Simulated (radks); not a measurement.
Results of a calculation; reference values are marked as such.
Spin polarisation of the 4f5 shell in neutral promethium. Start: [Xe] 4f(up 2.5, down 2.5) 6s2; electrons of 4f are moved from spin down to spin up, other shells keep equal spins. Code: a radial shooting solver on a logarithmic mesh with Libxc functionals. Model: scalar-relativistic Kohn-Sham, PBE, spin-polarised, spherical densities, finite nucleus; Fermi nuclear charge, rms radius of each element as measured or else 0.836 A^(1/3) + 0.57 fm.

moment (Bohr magnetons)  E - E(0) (eV)  e(4f up) (eV)  e(4f down) (eV)  6s down minus up (eV)  5p down minus up (eV)  5s down minus up (eV)
0                                0.000         -2.155           -2.155                  0.000                 0.000                  0.000
1                               -0.163         -2.461           -1.808                  0.040                  0.342                  0.456
2                               -0.653         -2.723           -1.420                  0.080                  0.685                  0.914
3                               -1.466         -2.936           -0.989                  0.122                  1.031                  1.373
4                               -2.600         -3.091           -0.509                  0.166                  1.379                  1.833

At moment 4 the spin-polarisation energy is -2.600 eV and the 4f exchange splitting 2.581 eV, that is 0.645 eV per Bohr magneton; E = -I m^2/4 would give I = 0.650 eV.
